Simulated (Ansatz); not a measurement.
C$_{3}$H$_{9}$O$_{2}$ (SMILES CC([OH2+])CO), charge +1, singlet, geometry from GFN2-xTB. Base run: Ansatz (an electronic-structure program) with CAM-B3LYP/6-31G*.

Input for Ansatz:
Ansatz 0.2 input:
```yaml
crystal:
  periodic: [false, false, false]
  atoms:
    - {symbol: C, position_ang: [0.88096515, -1.31356372, 1.08437026]}
    - {symbol: C, position_ang: [0.47817047, -0.43311598, -0.07346320]}
    - {symbol: O, position_ang: [0.89052902, 0.96818331, 0.20113453]}
    - {symbol: C, position_ang: [-1.04045088, -0.30418804, -0.27166610]}
    - {symbol: O, position_ang: [-1.20882763, 0.94281853, -0.93845773]}
    - {symbol: H, position_ang: [0.47239610, -0.93190040, 2.01595391]}
    - {symbol: H, position_ang: [1.96219745, -1.37075831, 1.17191929]}
    - {symbol: H, position_ang: [0.50036070, -2.31791870, 0.92489965]}
    - {symbol: H, position_ang: [0.95009135, -0.75251594, -1.00657077]}
    - {symbol: H, position_ang: [1.75497521, 1.18686486, -0.19095668]}
    - {symbol: H, position_ang: [0.10483744, 1.45168314, -0.27859208]}
    - {symbol: H, position_ang: [-1.55023179, -0.29765239, 0.69751965]}
    - {symbol: H, position_ang: [-1.41975037, -1.13193438, -0.87449156]}
    - {symbol: H, position_ang: [-2.14059578, 1.18132399, -0.99654137]}
basis:
  gaussian:
    orbitals: 6-31G*
hamiltonian:
  xc: cam_b3lyp
total_charge: 1
```

The base run was repeated with changes; each row names its change, and settings that it needs were set with it.

| change | E (Eh) |
|---|---|
| base | -269.76230 |
| functional = r2scan | -269.72742 |
| functional = B2GP-PLYP | -269.52057 |
| functional = PBE-QIDH | … |
| functional = b3lyp | -269.88649 |
| functional = hf | -268.28396 |
| functional = pbe | -269.55584 |
| functional = pbe; dispersion = d3bjatm | … |
| functional = wB97X | -269.81850 |
| functional = pbe0 | -269.58071 |
| functional = b3lyp5 | -269.73130 |
| functional = B97M-V | … |
| functional = blyp | … |

### Question
What belongs in the gaps?

### Answer

- functional = PBE-QIDH, E (Eh): -269.45358
- functional = pbe; dispersion = d3bjatm, E (Eh): -269.56528
- functional = B97M-V, E (Eh): -269.83238
- functional = blyp, E (Eh): -269.77630

Totals shift with the method and basis; they matter in differences.
